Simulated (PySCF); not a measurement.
Be(H)(SiMe3), SMILES [BeH][Si](C)(C)C (C₃H₁₀BeSi) at its GFN2-xTB optimised geometry (Å):

```
15

Be    -1.3267    -1.8656     1.6241
H     -1.8617    -2.5427     2.5882
Si    -0.4078    -0.7008     0.0000
C     -0.8564     1.1713     0.0000
C     -0.8574    -1.2699    -1.7831
C      1.5172    -0.7008     0.0000
H     -0.3747     1.7095    -0.8124
H     -1.9285     1.3175    -0.1031
H     -0.5545     1.6467     0.9297
H     -1.9299    -1.2179    -1.9525
H     -0.5540    -2.2995    -1.9544
H     -0.3777    -0.6583    -2.5430
H      1.9093    -1.7095    -0.1012
H      1.9090    -0.2947     0.9291
H      1.9285    -0.1084    -0.8134
```

Calculation: PBE0/def2-TZVP in PySCF. Cells within 0.4 Å of a nucleus heavier than hydrogen are left out (blank, or x).

Map of the electrostatic potential (hartree/e), clipped to [-0.08, 0.12] on the plane z = 0.0 Å:

```
|000000000000000000000000000|
|000000000000000000000000000|
|000000000000000000000000000|
|000000000000000000000000000|
|100000000000000000000000000|
|111111100112110000000000000|
|111122334698521000000000000|
|111237999999962000000000000|
|1112599999x9993000000000000|
|111259999xxx994100000000000|
|1112499999xx994100000000000|
|111224699999995211221000000|
|111122248999999657974100000|
|111112249999999999999410000|
|111122379999999999x99810000|
|11122249999xx9999xxx9920000|
|11222348999xx9999xxx9920000|
|112223469999999999999920000|
|112223358999999999999930000|
|112223345899999548999931000|
|112223344567875325999831000|
|112223334444443223577421100|
|111222333333322222233211100|
|111122233332222211122111110|
|111122222222222111111111110|
|111111222222221111111111111|
|111111112222111111111111111|
```
Scale: ten equal steps from -0.012 (start of '0') to 0.120 (end of '9'), in the order '0123456789'; x runs from -4.00 to 4.00, y from -4.00 (bottom) to 4.00 (top).
